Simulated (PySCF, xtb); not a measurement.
ethylene carbonate (C3H4O3), SMILES O=C1OCCO1.

GFN2-xTB (xtb) at its own geometry gives an orbital gap of 6.32 eV and a dipole moment of 5.79 D.

Coordinates come from a B3LYP-D3(BJ)/def2-SVP optimisation. A frequency run showed that this geometry is not a minimum. Other conformers were not sampled.

Question: What does B3LYP/def2-TZVP (PySCF) give? (An estimate is asked for; the answer gives what the named calculation found.)

Answer: gap 8.76 eV (levels -8.45 and 0.31 eV), dipole 5.38 D.
